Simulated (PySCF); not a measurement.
## NMR data sheet: C7H13BN2

| Quantity | Value |
| --- | --- |
| Formula | C7H13BN2 |
| SMILES | CN(C)[BH2-][n+]1ccccc1 |
| Point group of the computed structure | Cs |
| Carbon signals | 4 |
| Proton signals | 5 |

Structure with atom numbers: `[CH3:1][N:2]([CH3:3])[BH2-:4][n+:5]1[cH:6][cH:7][cH:8][cH:9][cH:10]1`; H(Xn) means a hydrogen on atom n.

[PySCF: NMR shieldings at KT2/pcSseg-1/GIAO; geometry from PBE0-D3(BJ)/def2-SVP; no relativistic terms; averaged over atoms made equivalent by symmetry, fast rotation or ring inversion; a single conformation; no solvent]

Scale: TMS for ¹H (σ = 31.18 ppm), ¹³C (σ = 183.22 ppm); BF3·OEt2 for ¹¹B (σ = 99.90 ppm); ¹⁵N (σ = 264.30 ppm) against NH3 (reference shieldings calculated alike).

```tsv
carbon	δC, type	δH (multiplicity)	HMBC from (2–3 bonds)	span of the C tensor (ppm)
C1/C3	44.7, CH3	2.09 (s)	H(B4), H(C1)/H(C3)	68
C6/C10	136.8, CH	7.70 (d)	H(C6)/H(C10), H(C8), H(C7)/H(C9), H(B4)	184
C7/C9	120.3, CH	7.18 (m)	H(C6)/H(C10), H(C8), H(C7)/H(C9)	210
C8	127.5, CH	7.19 (m)	H(C6)/H(C10), H(C7)/H(C9)	225
```

Other nuclei:
| atoms | nucleus | environment | δ (ppm) | σ (ppm) |
| --- | --- | --- | --- | --- |
| H(B4) | ¹H | hydrogen on a boron bonded to 2 N | 3.46 | 27.72 |
| B4 | ¹¹B | boron bonded to 2 N, 2 H | 1.0 | 98.9 |
| N5 | ¹⁵N | donor nitrogen of a Lewis adduct | 249.7 | 14.6 |
| N2 | ¹⁵N | nitrogen bonded to 2 C, B | 59.1 | 205.2 |

δC 136.8: aromatic CH next to a ring nitrogen. δC 127.5, 120.3: aromatic CH. δC 44.7: methyl carbon bonded to N; deshielded by the electronegative neighbour. δH 7.70: hydrogen on an aromatic CH next to a ring nitrogen; the ring current deshields protons in the ring plane. δH 7.19, 7.18: hydrogen on an aromatic CH; aromatic region.

Hydrogens on boron are broadened and split by ¹¹B (spin 3/2, 80 %) and 10B (spin 3). Shifts are as computed. Against solution values, carbons near 30 ppm lie about +2 ppm off and those near 130 ppm about -5 ppm. Of 1313 compounds with measured shifts, 239 miss one by over three times the rms of a fit or turn the order of signals round; such compounds aren't used in these exercises. Experimental scales use liquid or dissolved standards, which lie at an offset from isolated NH3 (liquid NH3: subtract about 20 ppm). Unscaled 15N shifts of sp2 nitrogen come out 20 to 40 ppm too high even then. No couplings were computed; multiplicities are counted from neighbouring protons, with m where these are inequivalent, close in shift, in a saturated or five-membered ring or joined by F or P, and br s for small geminal =CH2 splittings.
